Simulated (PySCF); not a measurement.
Spectrum to structure. Level of theory: TDDFT PBE0/def2-SVPD, vertical, gas phase, core orbitals frozen in the response (PySCF). Geometries: GFN2-xTB, one conformer each.

```
state  λ (nm)       f
   S1   190.6   0.133
   S2   189.5  0.0043
   S3   183.9   0.032
   S4   179.6   0.055
   S5   174.3  0.0075
   S6   172.5  0.0081
   S7   169.6   0.047
   S8   168.4  0.0079
```

Triplets computed (Tamm–Dancoff): 4.63, 5.26, 5.72 eV.

Task: Which structure fits? All have the formula C5H10N2Si.
A. `C1CN[SiH](C#CC)N1`
B. `CCc1cn([SiH3])cn1`
C. `C[SiH](C)n1cccn1`

Result: C. Its S1, at 6.51 eV, is the highest among the candidates; the nearest of the others has S1 at 5.43 eV. S1 is HOMO→LUMO (52%), HOMO-1→LUMO (33%). Löwdin shares by element: HOMO carbon 54% or more, nitrogen 33%; LUMO nitrogen 32%, carbon 18% or more, silicon 11% (atoms not listed hold the other 39%). At the same level the other candidates give, for their lowest levels:
- `CCc1cn([SiH3])cn1`: 228 nm (f 0.000); 202 nm (f 0.107); 200 nm (f 0.005); 196 nm (f 0.007); 194 nm (f 0.002); T1 4.31 eV; HOMO -6.51, LUMO -0.03 eV
- `CC#C[SiH]1NCCN1`: 234 nm (f 0.027); 222 nm (f 0.020); 217 nm (f 0.002); 211 nm (f 0.003); 204 nm (f 0.001); T1 4.82 eV; HOMO -6.40, LUMO 0.08 eV

Shape of the structure used: `[CH3:1][SiH:2]([CH3:3])[n:4]1[cH:5][cH:6][cH:7][n:8]1`: C1–Si2–N4–C5 29°.
